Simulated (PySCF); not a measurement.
**F²⁺: excitation energy**

F²⁺ [He] 2s2 2p3 (4S) → F²⁺ [He] 2s1 2p3 3s1 (6S), as a difference of total energies. All numbers are calculated (PySCF 2.14, the non-relativistic Hamiltonian (point nucleus), in aug-cc-pVDZ). Correlated levels: valence: 1s2 frozen. The calculations carry no spin-orbit coupling.

```csv
method,excitation energy (eV)
UHF,46.442
MP2 (valence),47.818
SCS-MP2 (valence),48.138
CCSD (valence),48.118
CCSD(T) (valence),48.130
CCSDT (valence),48.132
```

Task: How much does correlation contribute at CCSD(T) (valence)?

Result: 48.130 − (46.442) = 1.688 eV, measured against UHF.

The promoted electron is Rydberg-like, and one or two diffuse shells describe it only roughly, which tends to raise the upper state.
